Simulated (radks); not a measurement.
Sb29+, configuration [Ar] 3d4.

Method: Dirac Kohn-Sham, BP86, spin-unpolarised, spherical densities, finite nucleus; open shells fill j = l - 1/2 first; Fermi nuclear charge, rms radius 4.6802 fm; computed with a radial shooting solver on a logarithmic mesh with Libxc functionals.

Energy parts (eV):
total: -161459.912
kinetic: 171200.685
electron-nucleus: -362478.718
Hartree: 33296.578
exchange-correlation: -3478.456

Orbitals (lengths in bohr, moments of r in powers of bohr):
| orbital | occ. | eigenvalue (eV) | <r> |
|---|---|---|---|
| 1s1/2 | 2 | -31581.97 | 0.02842 |
| 2s1/2 | 2 | -5875.892 | 0.1215 |
| 2p1/2 | 2 | -5588.061 | 0.1026 |
| 2p3/2 | 4 | -5333.676 | 0.1080 |
| 3s1/2 | 2 | -2004.817 | 0.3104 |
| 3p1/2 | 2 | -1893.079 | 0.2979 |
| 3p3/2 | 4 | -1837.807 | 0.3071 |
| 3d3/2 | 4 | -1655.969 | 0.2718 |
| 3d5/2 | 0 | -1643.586 | 0.2746 |

The highest occupied level is 3d3/2 at -1656.0 eV. The electron density at the nucleus is 2.09e+05 e/bohr^3.
